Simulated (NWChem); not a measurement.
Extrapolating the CCSD(T) correlation energy of HAl

```
Al
H 1 1.6842
```
Charge 0, spin multiplicity 1.

The numbers come from NWChem runs, not from measurements. The geometry was optimised at PBE/def2-SVP, a minimum by its harmonic frequencies.

The correlated methods keep 5 core orbitals frozen. The structure started from a generated list of species. Coupled-cluster values serve here as a point of comparison, not as the truth.

Worked example. The CCSD(T) correlation energy is -83.90 mHa in cc-pVTZ and -86.34 mHa in cc-pVQZ. The form E(X) = E∞ + A/X³ turns the pair into an estimate of the basis-set limit.

E∞ = (4³·(-86.34) − 3³·(-83.90))/(4³ − 3³) = -88.1 mHa. The larger basis holds 98 % of that, at about 8 times the processor time of the smaller one. This is a two-point estimate.
